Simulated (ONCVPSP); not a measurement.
# Ti (Z = 22), ONCV: configuration errors across variants

Ti (Z = 22), optimised norm-conserving Vanderbilt (ONCV), made with ONCVPSP 4.0.1 (PBE, scalar-relativistic). Core [Ar], reference 3d2 4s2. Waves: 4s: rc 2.95 bohr, ncon 3, nbas 6, qcut 2.1 1/bohr, 2 projectors, debl 0.8 Ha; p scattering state at 0.2 Ha: rc 2.70 bohr, ncon 3, nbas 6, qcut 2.4 1/bohr, 3 projectors, debl 0.8 Ha; 3d: rc 1.35 bohr, ncon 4, nbas 9, qcut 12.9 1/bohr, 2 projectors, debl 1.8 Ha. Local part: polynomial inside 1.10 bohr (lpopt 5, dvloc0 2 Ha). Core correction: none.

In the p channel the program set the typed energies aside and used 0.050, 0.850, 1.650 Ha.

All-electron excitation energies from the reference (eV): (1) 3d2 4s1 7.347; (2) 3d2 4s0 20.919; (3) 3d1 4s0 47.867; (4) 3d3 4s0 7.395.

A true bound ghost makes a file unfit for plane-wave use even where its test errors are small: the radial tests pick states by their node count and pass the ghost by.

Errors AE − PS in meV (a dash: test not solved or not reliable):

| change | (1) | (2) | (3) | (4) | bound ghosts | GHOST(+) flags above zero |
| --- | --- | --- | --- | --- | --- | --- |
| base | +5.0 | +187 | +324 | -36 | s, p | p |
| s: qcut 1.2 | +1.5 | +151 | +118 | +36 | s, p | p |
| s: qcut 1.6 | +2.6 | +163 | +187 | +12 | s, p | p |
| s: qcut 1.9 | +4.0 | +177 | +268 | -17 | s, p | p |
| s: qcut 2.6 | +6.8 | +204 | +419 | -68 | s, p | p |
| s: qcut 3.1 | +7.6 | +214 | +471 | -85 | s, p | p |

Task: Give the same row for: s: qcut 2.7.

Result: +7.0, +207, +433, -73; bound ghosts: s, p; GHOST(+) flags above zero: p.
